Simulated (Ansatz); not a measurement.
`CS[CH2][GeH3]` + `BS` → `B[S][GeH3]` + `CSC`  (ligand exchange at a Ge–C bond)

Calculated with Ansatz (gas phase, PBE0-D4/def2-TZVP geometries, no zero-point term in ΔE). CCSD(T)/CBS is the MP2 limit (def2-TZVPP, def2-QZVPP) plus CCSD(T) − MP2 in def2-TZVPP, frozen cores. This one scheme is used for every species. DFT in def2-TZVPP. For Ge outer-core shells are correlated without core-valence functions, which leaves a few kJ/mol of doubt a bond. Scalar relativity is left out up to krypton. Each species was taken in one conformer, which may not be the lowest.

```
             level  ΔE (kJ/mol)
        r2SCAN0-D4        -62.3
          PBE-QIDH        -60.8
              BLYP        -62.3
            r2SCAN        -62.2
     CCSD/def2-SVP        -52.3
     HF/def2-TZVPP        -69.6
CCSD(T)/def2-TZVPP        -54.9
SCS-MP2/def2-QZVPP        -58.1
```

Task: What does CCSD(T)/CBS give? (Estimate.)

Result: The calculation gave: -55.2 kJ/mol. The listed levels differ from it by -7.1, -5.6, -7.1, -7.0, 2.9, -14.4, 0.3, -2.9 kJ/mol.

Largest T1 diagnostic among the species: 0.015.

The D4 term adds +3.3 kJ/mol with B3LYP and +2.0 kJ/mol with PBE0; it sums over pairs of atoms, weighted by their polarisabilities, and B3LYP, whose exchange is more repulsive, gets the larger term. In def2-TZVPP, CCSD(T) changes the Hartree–Fock value by +14.7 kJ/mol (the triples alone add +0.9 kJ/mol) and MP2 by +13.1 kJ/mol. At CCSD(T), def2-SVP lies +4.2 kJ/mol from the extrapolated value and def2-TZVPP +0.3 kJ/mol.

CCSD(T)/CBS has its own doubt, a few kJ/mol and more with outer-core shells, so smaller differences from it don't rank the levels.

B3LYP here is the variant with VWN-RPA as its local correlation; programs differ in this.
